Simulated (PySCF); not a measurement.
Gas-phase reaction: GeCl₄ + 3 F → GeF₃ + 4 Cl

Computed with PySCF (xtb for GFN2) and rigid-rotor harmonic-oscillator thermochemistry at 1 bar. † marks an energy on the PBE0/def2-TZVP geometry and frequencies; other levels use their own. MP2 freezes the core. Open shells (unrestricted): F (multiplicity 2), GeF₃ (multiplicity 2), Cl (multiplicity 2); the rest are closed-shell singlets. GFN2 has no spin-polarisation term. Spin-orbit splitting is ignored; it lowers the true energy and changes the entropy of F, Cl. Ge: all electrons, no relativistic terms. GeF₃: computed as isolated molecules; such fragments, hydroxides, amides, oligomers or adducts are transient or little studied in the gas. MP2 isn't extrapolated to the basis-set limit.

ωB97M-V/def2-TZVP† gives ΔH°(298 K) = 34 kJ.

### Question
What do MP2/def2-SVP†, BLYP/def2-TZVP†, GFN2-xTB give?

### Answer
MP2/def2-SVP†: -30 kJ; BLYP/def2-TZVP†: -88 kJ; GFN2-xTB: 57 kJ. For scale, ΔH°(298 K) is 34 kJ at this level, 28 kJ at ωB97X-V/def2-TZVP†, and runs from -88 to 60 kJ over the 20 levels computed.
